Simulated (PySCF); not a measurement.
BClH₅NO₂Si, SMILES OB(O)N[SiH2]Cl.

Coordinates come from a ωB97X-D3(BJ)/def2-SVP optimisation. This is a generated structure with no PubChem entry under its InChIKey; it may be hypothetical. The values are those of a single conformer.

Two levels are set side by side: TDA-PBE/def2-SVPD (PySCF) and TDA-PBE0/def2-SVPD (PySCF). Vertical, same geometry. The lowest singlet is HOMO→LUMO 100 % with PBE and HOMO→LUMO 96 % with the other functional; states are paired by order. Differences are taken from unrounded values.

```tsv
quantity	TDA-PBE0
lowest singlet excitation (eV)	6.34
lowest triplet excitation (TDA) (eV)	6.20
```

What does TDA-PBE give, and how far is it from TDA-PBE0? (The exact figures need the calculation; the answer reports its results.)


| quantity | TDA-PBE | TDA-PBE minus TDA-PBE0 |
|---|---|---|
| lowest singlet excitation (eV) | 5.32 | -1.02 |
| lowest triplet excitation (TDA) (eV) | 5.24 | -0.97 |

Functionals without exact exchange tend to place singlet excitations lower, as here. Differences between two approximate levels are no errors against the true value.

Rough cost on one machine, each run with all the roots and properties that it gave: TDA-PBE0 against TDA-PBE about 2 times.
